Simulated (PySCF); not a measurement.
Vertical excitations of a molecule C₅H₉O, multiplicity 2 from TDA-PBE/def2-SVPD in PySCF, as energy in eV (oscillator strength): 2.30 (0.002), 4.03 (0.001), 4.85 (0.030), 4.93 (0.010), 5.00 (0.006), 5.47 (0.002), 5.67 (0.001), 5.75 (0.002), 5.91 (0.003), 5.98 (0.022). Geometry optimised at PBE0-D3(BJ)/def2-SVP. One conformer was computed; it need not be the lowest.

Which structure fits?
(A) [CH2]CCC(C)=O
(B) C[CH]CC(C)=O
(C) CC(C)(C)[C]=O
(D) CC(C)C[C]=O

D, CC(C)C[C]=O
